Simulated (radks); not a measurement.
The numbers below are computed, except where a source is named.
Zn, configuration [Ar] 3d10 4s1.5 4d0.5 (fractional occupations, a model configuration). Code: a radial shooting solver on a logarithmic mesh with Libxc functionals. Model: non-relativistic Kohn-Sham, LDA (Slater exchange, Perdew-Zunger correlation), spin-polarised, spherical densities, point nucleus; open shells are filled with parallel spins first.

Unscreened Slater integrals over Kohn-Sham orbitals (eV). They are taken over the spin-up orbitals. Empty in this configuration: 4p.

\begin{tabular}{lr}
integral & value \\ \hline
F0(4d,4d) & 1.6816 \\
F2(4d,4d) & 0.90081 \\
F4(4d,4d) & 0.59375 \\
F0(4d,4s) & 2.1655 \\
G2(4d,4s) & 0.038147 \\
F0(4d,3d) & 2.1759 \\
F2(4d,3d) & 0.034343 \\
F4(4d,3d) & 0.0066635 \\
G0(4d,3d) & 0.0076639 \\
G2(4d,3d) & 0.0062092 \\
G4(4d,3d) & 0.0041966 \\
F0(4d,3p) & 2.1772 \\
F2(4d,3p) & 0.022704 \\
G1(4d,3p) & 0.0074803 \\
G3(4d,3p) & 0.0048829 \\
F0(4d,4p) & 2.1550 \\
F2(4d,4p) & 0.30621 \\
G1(4d,4p) & 0.15598 \\
G3(4d,4p) & 0.088310 \\
F0(4s,4s) & 9.7207 \\
F0(4s,3d) & 12.448 \\
G2(4s,3d) & 1.3546 \\
F0(4s,3p) & 12.697 \\
G1(4s,3p) & 0.64170 \\
F0(4s,4p) & 8.0760 \\
G1(4s,4p) & 4.9526 \\
F0(3d,3d) & 28.487 \\
F2(3d,3d) & 12.841 \\
F4(3d,3d) & 7.9273 \\
F0(3d,3p) & 31.020 \\
F2(3d,3p) & 14.389 \\
G1(3d,3p) & 17.742 \\
G3(3d,3p) & 10.716 \\
F0(3d,4p) & 9.3784 \\
F2(3d,4p) & 1.6185 \\
G1(3d,4p) & 0.71001 \\
G3(3d,4p) & 0.55081 \\
F0(3p,3p) & 34.241 \\
F2(3p,3p) & 17.043 \\
F0(3p,4p) & 9.4902 \\
F2(3p,4p) & 1.2161 \\
G0(3p,4p) & 0.26863 \\
G2(3p,4p) & 0.29895 \\
F0(4p,4p) & 7.0591 \\
F2(4p,4p) & 3.5653 \\
\end{tabular}

Derived for the open shells (J is the average intra-shell exchange parameter used in DFT+U). 4d: Racah B = F2/49 - 5 F4/441 = 0.01165 eV, C = 35 F4/441 = 0.04712 eV, C/B = 4.04, F4/F2 = 0.659, J = (F2 + F4)/14 = 0.1068 eV.
